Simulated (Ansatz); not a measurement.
Nb₂O₂⁻. Charge -1, multiplicity 2. Geometry r2SCAN-D4/def2-TZVPD; atoms count from 1.

```xyz
4

Nb    0.637   -0.333   -1.371
Nb   -1.004   -1.024    0.477
O    -0.854    0.237    1.610
O     1.220    1.120   -0.716
```

In the def2 sets Nb takes a core potential; there is no spin–orbit coupling. The charge -1 doublet is spin-contaminated (final ⟨S²⟩ up to 1.54, 0.75 for a pure state). The geometry of the doublet was relaxed on an unsound state (⟨S²⟩ 1.36, where a pure state has 0.75). At PBE0-D4/def2-TZVPD a quartet of charge -1 lies 0.06 eV below the doublet, each at its own geometry. The structure comes from a short search, and lower isomers may exist.

Question: Estimate the Mulliken populations from the PBE0/def2-TZVPD orbitals of Ansatz.

Answer: 
```csv
atom,charge (e),spin (α − β),d electrons
Nb1,0.08,-1.03,3.34
Nb2,0.14,2.14,3.42
O3,-0.63,-0.14,–
O4,-0.59,0.04,–
```
Mulliken values and Mayer orders depend strongly on the basis. With diffuse functions, as here, like atoms can get unlike values, and bond orders can come out too low or too high.

Question: Where does the spin sit?

Answer: Summed by element: Nb 1.11, O -0.11, of 1 unpaired in all. Largest on single atoms: Nb2 2.14, Nb1 -1.03, O3 -0.14.

Question: And the Mayer bond orders between bonded heavy atoms (over 0.3)?

Answer: Nb1–Nb2 2.59 (2.57 Å); Nb1–O4 1.87 (1.70 Å); Nb2–O3 1.93 (1.70 Å).
